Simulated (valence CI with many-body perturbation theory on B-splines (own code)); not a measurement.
## Sn XXXVII: electric-dipole lines

Computed by valence CI with perturbative core correlation (CI+MBPT): four valence electrons over a frozen Dirac-Fock core [Ne], radial functions for each j: 11 s, 11 p, 9 d, 7 f, 5 g, 2 h, 1 i, with the one-electron correlation potential Σ1 (screened to all orders), the two-electron term Σ2, the three-electron term Σ3, Breit, model QED; selected single and double excitations, second order for the rest (own B-spline code, finite nucleus).

No measured spectrum was set against this ion. As an estimate, large intervals hold to a few tenths of a per cent, small ones and those within an open d or f shell to about a per cent.

Lines 101 to 150 of 233 in falling wavelength, among levels below 389.59 eV, chosen from the strongest by gf and those to the six lowest levels. Wavelengths and rates use the calculated energies. Electric multipoles are in the length gauge, E1 and E2 with the static RPA response of the core. Weak lines are less certain than strong ones. Lines between different terms over intervals too small for the method are left out, as are lines whose strength nearly cancels. The highest levels of a list are the least certain.

Levels are named by their leading jj configuration (3d3/2^4 stands for four electrons in 3d with j = 3/2), which in mixed levels can hold well under half, so a name can repeat and another be missing. Letters in brackets count levels of one name in rising energy.

```tsv
λ vac (Å)	Upper	Lower	A (s⁻¹)	S (a.u.)
80.85	(3s 3p1/2 3p3/2 3d5/2) J=3 [e]	(3s 3p1/2 3p3/2^2) J=2 [b]	1.12e+11	2.05e-01
80.84	(3s 3p1/2 3p3/2 3d5/2) J=3 [b]	(3s 3p1/2 3p3/2^2) J=3	3.83e+10	7.00e-02
80.71	(3s 3p1/2 3p3/2 3d5/2) J=3 [d]	(3s^2 3p1/2 3d5/2) J=2	1.41e+11	2.56e-01
80.67	(3s 3p1/2 3p3/2 3d5/2) J=2 [e]	(3s 3p1/2 3p3/2^2) J=1 [b]	4.90e+10	6.35e-02
80.43	(3s 3p1/2 3p3/2 3d5/2) J=2 [a]	(3s^2 3p1/2 3d3/2) J=2	4.31e+10	5.53e-02
80.27	(3s^2 3p3/2 3d5/2) J=1	(3s^2 3p3/2^2) J=0	1.65e+10	1.26e-02
80.23	(3s^2 3p1/2 3d5/2) J=2	(3s^2 3p1/2 3p3/2) J=2	3.39e+09	4.32e-03
79.89	(3s 3p1/2 3p3/2 3d5/2) J=1 [b]	(3s^2 3p1/2 3d5/2) J=2	2.20e+10	1.66e-02
79.88	(3s^2 3p1/2 3d3/2) J=1	(3s^2 3p1/2 3p3/2) J=1	8.75e+09	6.60e-03
79.88	(3s^2 3p1/2 3d5/2) J=3	(3s^2 3p1/2 3p3/2) J=2	5.75e+10	1.01e-01
79.78	(3s 3p1/2 3p3/2 3d3/2) J=1 [d]	(3s^2 3p1/2 3d3/2) J=1	3.61e+10	2.71e-02
79.65	(3s 3p1/2 3p3/2 3d3/2) J=2 [a]	(3s 3p1/2^2 3p3/2) J=1	3.79e+10	4.73e-02
79.65	(3s 3p1/2 3p3/2 3d5/2) J=2 [b]	(3s 3p1/2 3p3/2^2) J=2 [a]	3.34e+10	4.17e-02
79.33	(3s 3p1/2^2 3d5/2) J=2	(3s 3p1/2^2 3p3/2) J=2	2.14e+10	2.63e-02
79.25	(3s 3p1/2 3p3/2 3d5/2) J=1 [a]	(3s 3p1/2 3p3/2^2) J=2 [a]	3.01e+10	2.22e-02
79.25	(3s 3p1/2 3p3/2 3d5/2) J=2 [f]	(3s 3p1/2 3p3/2^2) J=1 [b]	3.56e+10	4.37e-02
79.15	(3s 3p1/2 3p3/2 3d3/2) J=0 [a]	(3s 3p1/2^2 3p3/2) J=1	2.26e+10	5.52e-03
78.78	(3s 3p1/2 3p3/2 3d5/2) J=2 [b]	(3s^2 3p1/2 3d3/2) J=2	2.70e+10	3.26e-02
78.71	(3s 3p1/2 3p3/2 3d5/2) J=1 [b]	(3s 3p1/2 3p3/2^2) J=0	5.82e+10	4.20e-02
78.71	(3s 3p1/2 3p3/2 3d5/2) J=1 [c]	(3s 3p1/2 3p3/2^2) J=1 [a]	8.20e+10	5.92e-02
78.49	(3s 3p1/2 3p3/2^2) J=0	(3s^2 3p1/2 3p3/2) J=1	5.22e+10	1.24e-02
78.41	(3s 3p1/2^2 3p3/2) J=1	(3s^2 3p1/2^2) J=0	5.09e+10	3.64e-02
78.39	(3s 3p1/2 3p3/2 3d3/2) J=0 [b]	(3s^2 3p1/2 3d3/2) J=1	8.14e+10	1.94e-02
78.32	(3s 3p1/2 3p3/2 3d5/2) J=2 [d]	(3s 3p1/2 3p3/2^2) J=1 [a]	6.89e+10	8.16e-02
78.02	(3s 3p1/2 3p3/2 3d3/2) J=1 [b]	(3s 3p1/2 3p3/2^2) J=2 [a]	8.66e+09	6.09e-03
77.92	(3s 3p1/2 3p3/2 3d5/2) J=2 [c]	(3s 3p1/2 3p3/2^2) J=3	8.44e+10	9.85e-02
77.88	(3s 3p1/2 3p3/2 3d5/2) J=0	(3s 3p1/2 3p3/2^2) J=1 [a]	9.62e+10	2.24e-02
77.56	(3s 3p1/2 3p3/2^2) J=1 [a]	(3s^2 3p1/2 3p3/2) J=2	1.24e+10	8.60e-03
77.35	(3s^2 3p1/2 3d5/2) J=2	(3s^2 3p1/2 3p3/2) J=1	8.54e+10	9.76e-02
77.12	(3p1/2 3p3/2^3) J=1	(3s 3p1/2 3p3/2^2) J=1 [b]	1.05e+11	7.11e-02
77.03	(3s 3p1/2 3p3/2 3d5/2) J=2 [f]	(3s 3p1/2 3p3/2^2) J=2 [b]	1.54e+11	1.73e-01
76.36	(3s 3p1/2 3p3/2 3d5/2) J=4 [c]	(3s 3p1/2 3p3/2^2) J=3	3.78e+10	7.47e-02
76.18	(3s 3p1/2 3p3/2 3d3/2) J=2 [b]	(3s 3p1/2^2 3p3/2) J=1	4.51e+10	4.92e-02
76.16	(3s 3p1/2 3p3/2 3d3/2) J=2 [d]	(3s^2 3p1/2 3d3/2) J=1	1.05e+11	1.14e-01
76.14	(3s 3p1/2 3p3/2 3d5/2) J=1 [c]	(3s^2 3p1/2 3d5/2) J=2	4.76e+10	3.11e-02
76.09	(3s 3p1/2 3p3/2 3d5/2) J=2 [d]	(3s^2 3p1/2 3d5/2) J=3	1.92e+10	2.09e-02
75.90	(3p1/2^2 3p3/2^2) J=0	(3s 3p1/2^2 3p3/2) J=1	6.67e+10	1.44e-02
75.78	(3s 3p1/2 3p3/2 3d5/2) J=3 [e]	(3s^2 3p1/2 3d5/2) J=3	1.14e+11	1.72e-01
75.77	(3s 3p1/2 3p3/2 3d5/2) J=2 [d]	(3s^2 3p1/2 3d5/2) J=2	1.49e+10	1.60e-02
75.68	(3s 3p1/2 3p3/2 3d5/2) J=2 [e]	(3s 3p1/2 3p3/2^2) J=1 [a]	1.43e+10	1.53e-02
75.50	(3s 3p1/2 3p3/2 3d3/2) J=3 [b]	(3s 3p1/2 3p3/2^2) J=2 [a]	6.69e+09	9.94e-03
75.17	(3s 3p1/2 3p3/2 3d5/2) J=3 [c]	(3s 3p1/2 3p3/2^2) J=3	3.16e+10	4.63e-02
75.07	(3s 3p1/2 3p3/2 3d5/2) J=1 [c]	(3s 3p1/2 3p3/2^2) J=0	1.61e+10	1.01e-02
75.03	(3p1/2 3p3/2^3) J=1	(3s 3p1/2 3p3/2^2) J=2 [b]	3.32e+10	2.08e-02
74.92	(3s 3p1/2 3p3/2^2) J=2 [b]	(3s^2 3p1/2 3p3/2) J=2	1.42e+11	1.48e-01
74.87	(3s 3p1/2 3p3/2^2) J=1 [a]	(3s^2 3p1/2 3p3/2) J=1	5.61e+10	3.49e-02
74.72	(3s 3p1/2 3p3/2 3d3/2) J=3 [b]	(3s^2 3p1/2 3d3/2) J=2	1.32e+11	1.90e-01
74.15	(3s^2 3p3/2 3d5/2) J=1	(3s^2 3p3/2^2) J=2	1.45e+11	8.74e-02
74.13	(3s^2 3p3/2 3d5/2) J=3	(3s^2 3p3/2^2) J=2	2.01e+11	2.83e-01
73.83	(3s 3p1/2 3p3/2 3d5/2) J=1 [c]	(3s^2 3p1/2 3d3/2) J=1	7.96e+09	4.75e-03
```
